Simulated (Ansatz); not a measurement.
Consider the hydrogenolysis of the Si–O bond: `CO[Si]1(Cl)CO1` + H₂ → `Cl[SiH]1CO1` + CH₃OH.

Program: Ansatz. Geometries: PBE0-D4/def2-TZVP. ΔE: electronic, gas phase. CCSD(T)/CBS is the MP2 limit (def2-TZVPP, def2-QZVPP) plus CCSD(T) − MP2 in def2-TZVPP, frozen cores. This one scheme is used for every species. Functionals use def2-TZVPP. Each species was taken in one conformer, which may not be the lowest.

`CO[Si]1(Cl)CO1`:

Cartesian coordinates in Å:
```
C -1.923 0.219 0.840
O -0.906 0.144 -0.138
Si 0.680 -0.070 -0.004
Cl 1.291 0.413 1.873
C 1.785 -0.091 -1.402
O 1.395 -1.369 -0.681
H -1.537 0.590 1.792
H -2.692 0.901 0.475
H -2.365 -0.769 0.991
H 1.422 -0.081 -2.427
H 2.850 0.113 -1.319
```

H₂:

Z-matrix (Å, degrees):
```
H
H 1 0.746
```

`Cl[SiH]1CO1`:

```xyz
7

Cl    1.097   -1.173    1.928
Si   -0.009   -0.761    0.277
C     0.052    0.838   -0.534
O    -1.087    0.476    0.361
H    -0.447   -2.024   -0.338
H     0.653    1.650   -0.130
H    -0.259    0.994   -1.564
```

CH₃OH:

```xyz
6

C     0.143   -0.050   -0.322
O    -0.690   -0.315    0.782
H    -0.046   -0.831   -1.060
H     1.208   -0.081   -0.059
H    -0.075    0.918   -0.788
H    -0.540    0.360    1.447
```

CCSD(T)/CBS gives +88.5 kJ/mol.

Another level gave +80.6 kJ/mol. Which?
A. MP2/def2-TZVPP
B. ωB97X-V/def2-TZVPP
C. PBE0-D4/def2-TZVPP
D. PBE0/def2-TZVPP

C. PBE0-D4 80.6, ωB97X-V 86.3, MP2/def2-TZVPP 94.4, PBE0 73.4 kJ/mol.

Largest T1 diagnostic among the species: 0.013.

The D4 term adds +12.9 kJ/mol with B3LYP and +7.2 kJ/mol with PBE0; it sums over pairs of atoms, weighted by their polarisabilities, and B3LYP, whose exchange is more repulsive, gets the larger term. In def2-TZVPP, CCSD(T) changes the Hartree–Fock value by +9.4 kJ/mol (the triples alone add +3.1 kJ/mol) and MP2 by +16.4 kJ/mol.

B3LYP here is the variant with VWN-RPA as its local correlation; programs differ in this.
